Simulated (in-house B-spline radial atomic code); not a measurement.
# Bi+: [Ar] 3d10 4s1 4p6 4d10 4f14 5s2 5p6 5d10 6s2 6p3 (with a hole in an inner shell)

All numbers are computed (Dirac-Hartree-Fock, average of configuration; Fermi nucleus of rms radius 5.5211 fm) with a radial B-spline atomic code at the basis-set limit, not measured.

Z_r = [3n² - l(l+1)]/(2<r>); Z_e = n√(-2ε); the last column is Slater's effective charge. Values are occupation-weighted means over j. An effective charge above Z reflects the relativistic contraction of the inner shells.

```json
{"shell": "1s", "electrons": "2", "ε (eV)": "-91189", "<r> (bohr)": "0.01579", "Z_r": "94.97", "Z_e": "81.87", "Slater": "82.70"}
{"shell": "2s", "electrons": "2", "ε (eV)": "-16569", "<r> (bohr)": "0.06575", "Z_r": "91.25", "Z_e": "69.79", "Slater": "78.85"}
{"shell": "2p", "electrons": "6", "ε (eV)": "-14344", "<r> (bohr)": "0.05995", "Z_r": "83.40", "Z_e": "64.94", "Slater": "78.85"}
{"shell": "3s", "electrons": "2", "ε (eV)": "-4098.5", "<r> (bohr)": "0.1709", "Z_r": "79.01", "Z_e": "52.07", "Slater": "71.75"}
{"shell": "3p", "electrons": "6", "ε (eV)": "-3444.6", "<r> (bohr)": "0.1723", "Z_r": "72.54", "Z_e": "47.73", "Slater": "71.75"}
{"shell": "3d", "electrons": "10", "ε (eV)": "-2710.3", "<r> (bohr)": "0.1575", "Z_r": "66.66", "Z_e": "42.34", "Slater": "61.85"}
{"shell": "4s", "electrons": "1", "ε (eV)": "-1006.8", "<r> (bohr)": "0.3771", "Z_r": "63.64", "Z_e": "34.41", "Slater": "55.60"}
{"shell": "4p", "electrons": "6", "ε (eV)": "-777.85", "<r> (bohr)": "0.3987", "Z_r": "57.69", "Z_e": "30.24", "Slater": "55.60"}
{"shell": "4d", "electrons": "10", "ε (eV)": "-505.26", "<r> (bohr)": "0.4187", "Z_r": "50.15", "Z_e": "24.38", "Slater": "44.85"}
{"shell": "4f", "electrons": "14", "ε (eV)": "-209.78", "<r> (bohr)": "0.4324", "Z_r": "41.62", "Z_e": "15.71", "Slater": "33.45"}
{"shell": "5s", "electrons": "2", "ε (eV)": "-201.41", "<r> (bohr)": "0.8282", "Z_r": "45.28", "Z_e": "19.24", "Slater": "26.20"}
{"shell": "5p", "electrons": "6", "ε (eV)": "-134.98", "<r> (bohr)": "0.933", "Z_r": "39.12", "Z_e": "15.75", "Slater": "26.20"}
{"shell": "5d", "electrons": "10", "ε (eV)": "-51.319", "<r> (bohr)": "1.173", "Z_r": "29.40", "Z_e": "9.71", "Slater": "12.85"}
{"shell": "6s", "electrons": "2", "ε (eV)": "-29.272", "<r> (bohr)": "2.092", "Z_r": "25.82", "Z_e": "8.80", "Slater": "7.30"}
{"shell": "6p", "electrons": "3", "ε (eV)": "-16.764", "<r> (bohr)": "2.645", "Z_r": "20.04", "Z_e": "6.66", "Slater": "7.30"}
```

The least bound orbital is 6p3/2 at -15.81 eV, and it is also the most diffuse (<r> = 2.739 bohr). The part-filled 4s shell lies below the filled 6s shell in orbital energy.

Spin-orbit splittings of the orbital energies (j = l + 1/2 above j = l - 1/2 when positive): 2p 2324 eV, 3p 527.1 eV, 3d 110.8 eV, 4p 132.5 eV, 4d 25.17 eV, 4f 5.848 eV, 5p 26.69 eV, 5d 3.569 eV, 6p 2.861 eV.

For the 1s electron the small component carries 10.1 % of the norm, the zero-frequency Breit interaction raises the level by 357.5 eV, self-energy by 233.5 eV, and vacuum polarisation lowers it by 50.59 eV.
